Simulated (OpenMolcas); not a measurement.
# Ru3+: effect of the metal basis and ligand basis

Ru3+ with 4 ligands (chloride) in tetrahedral coordination (Td) at 2.31 Å. A charge of +0.25 e stands 2.6 Å behind each ligand.

* Program: OpenMolcas
* Method: SS-CASPT2, IPEA 0.25 Eh, imaginary shift 0.1 Eh (closed shells correlated: 4s 4p and the ligand valence shells)
* Spin-orbit coupling: state interaction with AMFI integrals over the reference wave functions

Fixed: active space 5 electrons in 5 orbitals (4d), DKH2 Hamiltonian.

States (labels of Td). Energies in cm-1 above the lowest state or level, χT in cm3 K/mol.

| Run | Metal basis | Ligand basis | Ground state | First gap with spin-orbit (degeneracies) | χT at 300 K | First state of another spin | Cost |
| --- | --- | --- | --- | --- | --- | --- | --- |
| A | ANO-RCC-VDZP | ANO-RCC-VDZP | 6A1 | 4 (2, 4) | 4.256 | 2T2 6190 | roughly 5 core-minutes |
| B | ANO-RCC-VTZP | ANO-RCC-VTZP | 6A1 | 4 (2, 4) | 4.248 | 2T2 5250 | roughly 50 core-minutes |

Costs are those of the CASPT2 steps.

Roots that are degenerate in the reference are averaged as groups; the widest CASPT2 spread within a group is 740 cm-1 (the 3-fold group of multiplicity 4 near 6250 cm-1 above the lowest state of its run, A). Shifts and gaps below about the spread of the groups concerned are not significant. Over all roots computed the reference weight is 0.67 to 0.72 in A, 0.65 to 0.69 in B; a low but even weight reflects the number of correlated electrons. Ligand-to-metal charge-transfer states are missing. These CASPT2 states fit no ligand-field parameters well, so their order and spin gaps are uncertain. With no ligand orbital active B as a rule stays too high, so bands that hang on it stand too high and its fall with covalency is understated. With one d shell and no ligand orbital active, 10Dq can be off by a tenth or more. The least metal-like active orbital is 80 % on the metal (Löwdin) and no ligand orbital is active, so the numbers are rough (holds for A). This shell can be high or low spin here, a state of another spin lies low, and with metal d orbitals alone active their balance is uncertain, so the ground spin may be wrong (holds for B). The least metal-like active orbital is 78 % on the metal (Löwdin) and no ligand orbital is active, so the numbers are rough (holds for B). No measured value stands beside these numbers; the geometry was imposed, not optimised, and the real ion may take another.
